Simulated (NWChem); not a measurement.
Molecule: CH3AlI2; SMILES [CH3][Al]([I])[I]

def2 effective core potentials on I; no spin-orbit coupling.

Question: Give the equilibrium geometry at PBE0/def2-SVP with def2 effective core potentials on I (NWChem) as a list of bonds and angles, with the point group.

Answer: point group C1; any orientation.
Bonded distances (Å): Al1–I2 2.473, Al1–I3 2.474, Al1–C4 1.940, C4–H5 1.101, C4–H6 1.103, C4–H7 1.100. Bond angles (°): I2–Al1–I3 117.3, I2–Al1–C4 121.7, I3–Al1–C4 121.0, Al1–C4–H5 111.0, Al1–C4–H6 109.6, Al1–C4–H7 111.8, H5–C4–H6 107.3, H5–C4–H7 109.1, H6–C4–H7 108.0.
